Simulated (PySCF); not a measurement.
CaCl₂, SMILES [Ca]([Cl])[Cl] (connectivity only; charge and spin as stated), charge +1, multiplicity 2. Coordinates come from a PBE0-D3(BJ)/def2-TZVP optimisation. The multiplicity is an assumed one; other spin states were not compared. The isomer is the one that the SMILES or the coordinates give; other isomers of the formula were not compared.

Calculation: PBE0-D3(BJ)/def2-TZVP (PySCF 2.14.0).

Harmonic wavenumbers (cm⁻¹): 205, 263, 380. Rotational constants (GHz): 4.484, 4.029, 2.122; symmetry number 2.

**Question.** Work out the zero-point energy and the ideal-gas rigid-rotor harmonic-oscillator thermochemistry at 298.15 K and 1 atm.

**Answer.** ZPE = ½ Σ hcν = ½ × 848 cm⁻¹ = 1.21 kcal/mol. H − E(el) = 4.43 kcal/mol. Entropy in cal/(mol K): translation 40.03, rotation 25.15, vibration 4.77, spin 1.38, total 71.32. G − E(el) = -16.84 kcal/mol. Cp = 13.03 cal/(mol K).
